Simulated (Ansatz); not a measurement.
In₇Sb₆F₃. Total charge 0; triplet. Geometry PBE-D4/def2-SVP, that of the neutral singlet; atoms count from 1.

Cartesian coordinates in Å:
```
Sb 3.8951 0.8094 1.0864
Sb -0.6256 -1.4497 2.6705
Sb -1.0960 1.3374 3.3630
Sb -0.2738 -0.7072 -3.5730
Sb 4.1620 1.7901 -1.4531
Sb -0.7345 -3.0239 -2.1255
In 1.0700 0.8977 1.6025
In 1.4633 -1.7327 -0.1782
In -3.7042 0.0365 2.1954
In -2.0334 -1.8791 0.1694
In 1.6344 0.7476 -1.9355
In -3.1561 -0.3365 -2.4902
In -1.8297 2.6453 0.2936
F 3.5537 -1.3220 0.9177
F 0.2334 1.7666 -0.3524
F -2.5585 0.4204 -0.1906
```

In the def2 sets In, Sb take a core potential; there is no spin–orbit coupling. Single mean-field runs in def2-TZVP are fitted with def2-universal-jkfit. At PBE0-D4/def2-TZVP a singlet of charge 0 lies 0.80 eV below the triplet at the same geometry.

(1) Estimate the Mulliken populations from the PBE0/def2-TZVP orbitals of Ansatz.

(2) Where does the spin sit?

(3) And the Mayer bond orders between bonded heavy atoms (over 0.3)?

Results:

(1) 
```csv
atom,charge (e),spin (α − β)
Sb1,0.29,-0.02
Sb2,-0.23,0.27
Sb3,-0.27,0.08
Sb4,-0.22,0.18
Sb5,-0.19,0.39
Sb6,-0.15,0.48
In7,0.43,0.01
In8,0.23,0.08
In9,0.28,0.03
In10,0.29,0.38
In11,0.42,-0.05
In12,0.31,0.08
In13,0.49,0.05
F14,-0.49,0.01
F15,-0.59,0.00
F16,-0.60,0.00
```
Mulliken values and Mayer orders depend strongly on the basis.

(2) Summed by element: Sb 1.39, In 0.60, F 0.01, of 2 unpaired in all. Largest on single atoms: Sb6 0.48, Sb5 0.39, In10 0.38.

(3) Sb1–Sb5 1.33 (2.74 Å); Sb1–In7 0.72 (2.87 Å); Sb1–F14 0.48 (2.17 Å); Sb2–Sb3 0.95 (2.91 Å); Sb2–In7 0.47 (3.09 Å); Sb2–In10 0.65 (2.90 Å); Sb3–In7 0.75 (2.83 Å); Sb3–In9 0.50 (3.14 Å); Sb3–In13 0.39 (3.42 Å); Sb4–Sb6 1.10 (2.77 Å); Sb4–In11 0.79 (2.90 Å); Sb4–In12 0.61 (3.10 Å); Sb5–In11 0.98 (2.78 Å); Sb6–In8 0.58 (3.21 Å); Sb6–In10 0.68 (2.87 Å); In8–In11 0.36 (3.04 Å). Values over 0.3 also appear between atoms too far apart for a bond (Sb2–In8 0.37 at 3.54 Å); they arise where an orbital or an unpaired electron spreads over both atoms.
